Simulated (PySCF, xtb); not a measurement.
C₂H₄ClNOSi, SMILES O[Si@@]1(Cl)C=NC1.

xtb 6.7.1 with GFN2-xTB at its own geometry gives an orbital gap of 3.02 eV and a dipole moment of 2.85 D.

Coordinates come from a B3LYP-D3(BJ)/def2-SVP optimisation. The structure was generated by enumeration; whether it is a known compound was not checked. Other conformers were not sampled.

Question: What does M06-2X/def2-TZVP (PySCF) give? (An estimate is asked for; the answer gives what the named calculation found.)

Answer: gap 8.45 eV (levels -8.63 and -0.18 eV), dipole 1.82 D.
